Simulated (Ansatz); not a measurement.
Two isomers of C2H7ClSi2: A = `[SiH3]/C=C(\[SiH3])Cl`, B = `C=C[SiH2][SiH2]Cl`.

Program: Ansatz. Geometries: PBE0-D4/def2-TZVP. ΔE: electronic, gas phase. CCSD(T)/CBS adds triple-zeta CCSD(T) − MP2 to the extrapolated MP2 energy (def2 sets, frozen cores). Functionals use def2-TZVPP. B3LYP here is the variant with VWN-RPA as its local correlation; programs differ in this. Each species was taken in one conformer, which may not be the lowest.

Task: Which isomer does CCSD(T)/CBS put lower? Give the gap. (An estimate is asked.)

Result: The calculation gave: B, by 149.2 kJ/mol.

Task: Give E(B) − E(A) in kJ/mol with B3LYP, r2SCAN-D4, ωB97M-V, MP2/def2-TZVPP, PBE-D4, CCSD/def2-TZVPP, HF/def2-TZVPP. (Best estimate.)

Result: Ansatz gave: B3LYP -150.1, r2SCAN-D4 -148.7, ωB97M-V -145.9, MP2/def2-TZVPP -142.7, PBE-D4 -146.2, CCSD/def2-TZVPP -150.5, HF/def2-TZVPP -162.4. None reverses the order clearly.

Largest T1 diagnostic: 0.012.

From PBE to PBE0 (25 % exact exchange), in def2-TZVPP and without D4, E(B) − E(A) moves by −6.3 kJ/mol. The D4 term adds +4.7 kJ/mol with B3LYP and +2.2 kJ/mol with PBE0; it sums over pairs of atoms, weighted by their polarisabilities, and B3LYP, whose exchange is more repulsive, gets the larger term.
